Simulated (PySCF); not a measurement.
## Nuclear quadrupole coupling in `C=C[C@@H](Cl)C(C)(C)CC=O`

Species: C₈H₁₃ClO.
SMILES with atom numbers: `[CH2:1]=[CH:2][C@@H:3]([Cl:4])[C:5]([CH3:6])([CH3:7])[CH2:8][CH:9]=[O:10]` (hydrogens: H11, H12 on C1; H13 on C2; H14 on C3; H15, H16, H17 on C6; H18, H19, H20 on C7; H21, H22 on C8; H23 on C9)

Cartesian coordinates in Å at the GFN2-xTB level; atoms count from 1:
```
atom  x, y, z in Å
C1    -3.006    0.348   -0.522
C2    -1.814    0.914   -0.548
C3    -0.699    0.674    0.420
Cl4   -1.336    0.034    1.970
C5     0.394   -0.275   -0.126
C6    -0.203   -1.649   -0.439
C7     0.993    0.324   -1.403
C8     1.505   -0.453    0.924
C9     2.224    0.784    1.370
O10    2.022    1.914    1.024
H11   -3.287   -0.359    0.239
H12   -3.754    0.582   -1.260
H13   -1.568    1.632   -1.318
H14   -0.237    1.632    0.674
H15    0.565   -2.312   -0.832
H16   -0.992   -1.558   -1.181
H17   -0.624   -2.099    0.457
H18    1.352    1.334   -1.226
H19    0.254    0.348   -2.200
H20    1.830   -0.285   -1.737
H21    2.262   -1.144    0.542
H22    1.092   -0.917    1.826
H23    3.021    0.557    2.109
```

Field gradients from the PBE0/pcSseg-1 density (PySCF, non-relativistic), principal values in atomic units, ordered |Vxx| ≤ |Vyy| ≤ |Vzz|:

| atom | Vxx | Vyy | Vzz |
| --- | --- | --- | --- |
| Cl4 | -1.8680 | -1.8807 | 3.7487 |
| O10 | 0.4605 | 1.5538 | -2.0142 |

Find the asymmetry η = (Vxx − Vyy)/Vzz and the couplings χ = eQV/h (234.96 MHz × Q in barn × V in au), with Q(35Cl) = −0.0817 b, Q(17O) = −0.0256 b.

```
atom      environment  nucleus     η  χzz (MHz)  χxx (MHz)  χyy (MHz)
 Cl4   alkyl chlorine     35Cl  0.00     -71.96      35.86      36.10
 O10  aldehyde oxygen      17O  0.54      12.12      -2.77      -9.35
```

The gradient is axial or nearly so (η below 0.05) at Cl4. 

What is Vzz at Cl4 in SI units (1 au = 9.71736 × 10²¹ V/m²)?

3.7487 au = 36.427 × 10²¹ V/m².

And the gradient at the other heavy atoms, for which no coupling is worked out here?

| atom | environment | Vzz (au) | η |
| --- | --- | --- | --- |
| C1 | terminal =CH2 carbon | 0.331 | 0.30 |
| C2 | alkene CH carbon | 0.281 | 0.77 |
| C3 | sp3 C–Cl carbon | 0.493 | 0.23 |
| C5 | quaternary sp3 carbon | 0.071 | 0.77 |
| C6 | methyl carbon | 0.080 | 0.36 |
| C7 | methyl carbon | 0.090 | 0.53 |
| C8 | sp3 carbon next to a carbonyl | -0.037 | 0.45 |
| C9 | aldehyde carbon | 0.585 | 0.04 |

Were the hydrogens deuterons (Q(2H) = 0.00286 b), χzz would run from 178 kHz (H23) to 228 kHz (H12).

Geometry: GFN2-xTB, one conformer, isolated molecule. GFN2-xTB bond lengths can be off by several hundredths of an ångström, more for odd bonds, and the gradients follow them. The small basis limits the accuracy of the gradients.
